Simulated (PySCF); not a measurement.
## From computed data to an observable: chemical shift, span and skew from a shielding tensor

Ge(F)3(SH) (F₃GeHS), SMILES [F][Ge]([F])([F])[SH]. Atoms are numbered in the order given.

```xyz
6

F     -0.8823    -1.1394    -1.1357
Ge    -0.2460     0.0427    -0.0579
F     -0.4725     1.5395    -0.8778
F     -1.2638     0.0635     1.3262
S      1.8241    -0.3303     0.5484
H      2.2550    -0.2539    -0.7347
```
Charge 0, spin multiplicity 1.

Geometry: B3LYP-D3(BJ)/def2-SVP. The structure was generated by enumeration, and PubChem lists no compound with its InChIKey, so it may never have been made. Other conformers were not sampled.

GIAO shieldings from PBE0/pcSseg-1 in PySCF, non-relativistic, no solvent. The symmetric part of the tensor of F1 has the principal values 226.6, 238.3, 400.5 ppm. The same nucleus in CFCl3 has σ = 167.2 ppm at this level (PySCF, at its B3LYP-D3(BJ)/def2-TZVP geometry).

Work out the isotropic shielding, the ¹⁹F shift against CFCl3, the span and the skew.


σ(iso) = (σ11 + σ22 + σ33)/3 = 288.5 ppm. δ = σ(ref) − σ(iso) = 167.2 − (288.5) = -121.3 ppm.
Span Ω = σ33 − σ11 = 173.9 ppm. Skew κ = 3(σ(iso) − σ22)/Ω = 0.87. Tumbling in solution averages the tensor to δ; in a static solid the shielding alone would spread this spin-1/2 line over Ω.
